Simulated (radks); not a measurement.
The numbers below are computed, except where a source is named.
Valence configurations of Lu3+ (all share [Xe]). Level of theory: Dirac Kohn-Sham, PBEsol, spin-unpolarised, spherical densities, point nucleus; open shells fill j = l - 1/2 first (a radial shooting solver on a logarithmic mesh with Libxc functionals). Energies are relative to 4f14; eigenvalues in eV.

| valence | E (eV) | e(4f5/2) | e(4f7/2) | e(5d3/2) | e(6p1/2) | e(6s1/2) |
|---|---|---|---|---|---|---|
| 4f14 | 0.000 | -37.048 | -35.519 | - | - | - |
| 4f13.5 6s0.5 | 6.556 | -42.388 | -40.819 | - | - | -25.686 |
| 4f13 5d1 | 12.819 | -44.606 | -43.001 | -27.373 | - | - |
| 4f13 6s1 | 15.182 | -48.032 | -46.423 | - | - | -27.001 |
| 4f12 5d2 | 31.492 | -52.833 | -51.150 | -29.320 | - | - |
| 4f12 5d1 6s1 | 34.943 | -56.418 | -54.732 | -31.781 | - | -27.900 |
| 4f12 6s2 | 39.279 | -60.126 | -58.436 | - | - | -29.449 |
| 4f11 5d1 6p2 | 80.123 | -71.271 | -69.501 | -37.952 | -24.653 | - |
| 4f9 5d3 6p2 | 158.23 | -90.874 | -88.943 | -42.055 | -25.607 | - |
| 4f9 5d2 6s1 6p2 | 168.28 | -95.063 | -93.129 | -44.792 | -26.739 | -34.074 |

NIST lists [Xe] 4f14 as the ground configuration; this level of theory agrees among the configurations tried. The energies are those of spherical spin-averaged densities, not of single terms.
